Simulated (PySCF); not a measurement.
## The first ionisation energy along the 4p block

Calculated with PySCF 2.14 from differences of total energies of unrestricted determinants, without spin-orbit coupling. Values in eV. The last column holds reference values (NIST; (s) semi-empirical, (t) theoretical, else measured). Unmarked ones compare directly (S terms, centres of terms, or small fine structure); those marked * lie between the lowest fine-structure levels and include a spin-orbit shift.

```csv
element,configurations,UHF,MP2 (valence),SCS-MP2 (valence),CCSD (valence),CCSD(T) (valence),reference
"Ga (cc-pVDZ-PP with ECP10MDF, ECP)",[Ar] 3d10 4s2 4p1 → [Ar] 3d10 4s2,5.515,5.665,5.644,5.727,5.739,5.931
"Ge (cc-pVDZ-PP with ECP10MDF, ECP)",[Ar] 3d10 4s2 4p2 → [Ar] 3d10 4s2 4p1,7.408,7.658,7.594,7.680,7.687,7.925
"As (cc-pVDZ-PP with ECP10MDF, ECP)",[Ar] 3d10 4s2 4p3 → [Ar] 3d10 4s2 4p2,9.431,9.768,9.649,9.719,9.722,10.008
"Se (cc-pVDZ-PP with ECP10MDF, ECP)",[Ar] 3d10 4s2 4p4 → [Ar] 3d10 4s2 4p3,8.504,8.916,8.933,8.937,8.943,9.635
"Br (cc-pVDZ-PP with ECP10MDF, ECP)",[Ar] 3d10 4s2 4p5 → [Ar] 3d10 4s2 4p4,10.750,11.300,11.275,11.261,11.263,11.844
"Kr (cc-pVDZ-PP with ECP10MDF, ECP)",[Kr] → [Ar] 3d10 4s2 4p5,13.156,13.825,13.746,13.715,13.716,14.222
```

```json
{"method": "UHF", "elements": "6", "mean error (eV)": "-0.800", "mean absolute error (eV)": "0.800", "largest error (eV)": "-1.131"}
{"method": "MP2 (valence)", "elements": "6", "mean error (eV)": "-0.406", "mean absolute error (eV)": "0.406", "largest error (eV)": "-0.719"}
{"method": "SCS-MP2 (valence)", "elements": "6", "mean error (eV)": "-0.454", "mean absolute error (eV)": "0.454", "largest error (eV)": "-0.702"}
{"method": "CCSD (valence)", "elements": "6", "mean error (eV)": "-0.421", "mean absolute error (eV)": "0.421", "largest error (eV)": "-0.698"}
{"method": "CCSD(T) (valence)", "elements": "6", "mean error (eV)": "-0.416", "mean absolute error (eV)": "0.416", "largest error (eV)": "-0.692"}
```

Errors include the incompleteness of the basis and the frozen core.

"Valence" correlates the outer s and p shells and, in groups 3 to 12 and the f block, the outer d or f shell, open or full, or the next shell where the ion has no valence electron left; the wider scheme adds the next inner shell.
